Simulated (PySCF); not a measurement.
**Working out the ionisation energy of V²⁺**

V²⁺ [Ar] 3d3 (4F) → V³⁺ [Ar] 3d2 (3F). Calculation: PySCF 2.14, in cc-pVDZ-DK; scalar relativity by spin-free X2C-1e. Frozen: [Ar]. Energies in hartree (1 hartree = 27.21139 eV):

| part | V²⁺ (lower) | V³⁺ (upper) |
| --- | --- | --- |
| UHF | -947.428310 | -946.382248 |
| MP2 opposite-spin | 0.000000 | 0.000000 |
| MP2 same-spin | -0.012568 | -0.002156 |

Q: What does Hartree-Fock give?

A: (-946.382248) − (-947.428310) = 1.046062 hartree = 28.465 eV.

Q: What do MP2 and SCS-MP2 (6/5 opposite-spin, 1/3 same-spin) give?

A: The opposite-spin parts differ by 0.000 eV and the same-spin parts by 0.283 eV. MP2: 28.465 + (0.000) + (0.283) = 28.748 eV. SCS-MP2: 28.465 + 1.2 × (0.000) + (0.283)/3 = 28.559 eV.

Reference: 29.311 eV (measured; NIST Atomic Spectra Database, ionization energies), between the lowest levels; spin-orbit coupling is absent from the calculation.

A double-zeta basis recovers only part of the correlation energy.

What remains against the reference includes basis incompleteness, the frozen core and correlation beyond second order.
